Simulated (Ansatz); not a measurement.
The cluster Sr5S6⁻. Total charge -1; doublet. Geometry PBE-D4/def2-SVP, basis def2-SVP, Ansatz.

```xyz
11

Sr   -1.116    1.481    1.427
Sr   -2.187    0.641   -2.282
Sr    1.686    0.249   -1.604
Sr   -0.686   -2.085    0.213
Sr    2.278   -0.364    2.254
S    -3.010   -0.230    0.171
S     2.282   -1.983    0.056
S    -0.335   -0.832    2.888
S     1.745    2.026    0.790
S    -0.392   -1.381   -2.661
S    -0.263    2.478   -1.251
```

```
run  HOMO (eV)  LUMO (eV)
  A      -2.03       0.38
  B      -1.06      -0.38
  C      -1.22      -0.21
  D      -0.99      -0.28
  E      -1.18      -0.67
```

In the def2 sets Sr takes a core potential; there is no spin–orbit coupling. The structure comes from a short search, and lower isomers may exist.

HOMO and LUMO are taken over both spins.

**Question.** The runs used LDA (SPW92), PBE, PBE0, r2SCAN, revPBE. Estimate which is which.

**Answer.** A PBE0 (25 % exact exchange); B PBE (0 % exact exchange); C r2SCAN (0 % exact exchange); D revPBE (0 % exact exchange); E LDA (SPW92) (0 % exact exchange). Exact exchange lowers occupied and raises empty levels; among semilocal functionals meta-GGAs tend to open the gap a little, and such runs are hard to tell apart. The gap grows from 0.51 eV (LDA (SPW92)) to 2.42 eV (PBE0).
